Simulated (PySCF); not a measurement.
SMILES F[SiH2][SiH2]S, singlet, PBE0/def2-SVP optimised geometry.

```
9

F      1.77    -1.94    -0.12
Si     1.16    -0.43     0.00
Si    -1.19    -0.43     0.00
S     -1.75     1.66     0.00
H      1.65     0.36    -1.17
H      1.66     0.19     1.26
H     -1.77    -1.17    -1.16
H     -1.75    -0.97     1.27
H     -1.16     1.94    -1.19
```

Density from PySCF with PBE0/def2-TZVP at that geometry.

Minimum of the electron density along straight lines between bonded atoms, close to the bond critical point (lines longer than 1.1 times the sum of covalent radii, or with two minima, are not listed):

```json
[
 {"bond": "F1–Si2", "length / Å": "1.632", "ρ at the minimum / e bohr⁻³": "0.128", "∇²ρ there / e bohr⁻⁵": "0.87", "position (fraction from the first atom)": "0.58"},
 {"bond": "Si2–Si3", "length / Å": "2.342", "ρ at the minimum / e bohr⁻³": "0.097", "∇²ρ there / e bohr⁻⁵": "-0.18", "position (fraction from the first atom)": "0.51"},
 {"bond": "Si3–S4", "length / Å": "2.161", "ρ at the minimum / e bohr⁻³": "0.095", "∇²ρ there / e bohr⁻⁵": "0.09", "position (fraction from the first atom)": "0.36"},
 {"bond": "Si2–H5", "length / Å": "1.494", "ρ at the minimum / e bohr⁻³": "0.121", "∇²ρ there / e bohr⁻⁵": "0.14", "position (fraction from the first atom)": "0.49"},
 {"bond": "Si2–H6", "length / Å": "1.491", "ρ at the minimum / e bohr⁻³": "0.122", "∇²ρ there / e bohr⁻⁵": "0.14", "position (fraction from the first atom)": "0.49"},
 {"bond": "Si3–H7", "length / Å": "1.495", "ρ at the minimum / e bohr⁻³": "0.120", "∇²ρ there / e bohr⁻⁵": "0.15", "position (fraction from the first atom)": "0.49"},
 {"bond": "Si3–H8", "length / Å": "1.492", "ρ at the minimum / e bohr⁻³": "0.120", "∇²ρ there / e bohr⁻⁵": "0.15", "position (fraction from the first atom)": "0.49"},
 {"bond": "S4–H9", "length / Å": "1.352", "ρ at the minimum / e bohr⁻³": "0.210", "∇²ρ there / e bohr⁻⁵": "-0.59", "position (fraction from the first atom)": "0.64"}
]
```
